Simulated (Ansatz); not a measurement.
BH5O3, closed shell: a trajectory.

The input file, in.yaml:

```yaml
crystal:
  periodic: [false, false, false]
  atoms:
    - {symbol: B, position_ang: [-1.081776, -0.031845, 0.247535]}
    - {symbol: H, position_ang: [-1.347880, 0.690974, -0.667213]}
    - {symbol: O, position_ang: [-2.019291, -0.727754, 0.941312]}
    - {symbol: O, position_ang: [0.223902, -0.155302, 0.609781]}
    - {symbol: H, position_ang: [2.640236, 1.195594, -1.194865]}
    - {symbol: O, position_ang: [2.430573, 0.263024, -1.269940]}
    - {symbol: H, position_ang: [-2.912990, -0.588067, 0.623829]}
    - {symbol: H, position_ang: [0.350581, -0.763709, 1.345672]}
    - {symbol: H, position_ang: [1.716743, 0.117184, -0.636111]}
basis:
  gaussian: {orbitals: def2-SVP}
hamiltonian: {xc: pbe0, dispersion: d4}
md: {n_steps: 30, timestep: -0.5, temperature: 100, ensemble: nve, seed: 291, initial_velocities: maxwell_boltzmann}
```

Command:

```bash
ansatz run in.yaml --threads 4 --pin off --events-out ev --progress --plain --max-ram 9574MiB
```

Output of Ansatz 0.2.0:

```
Error: invalid value for `md.timestep`: must be finite and > 0; got -0.5 fs
```

Hardware: 4 CPU threads of an Intel Xeon Platinum 8259CL, shared host. Wall time about 0.05 s.


The program refused the input. A timestep must be positive.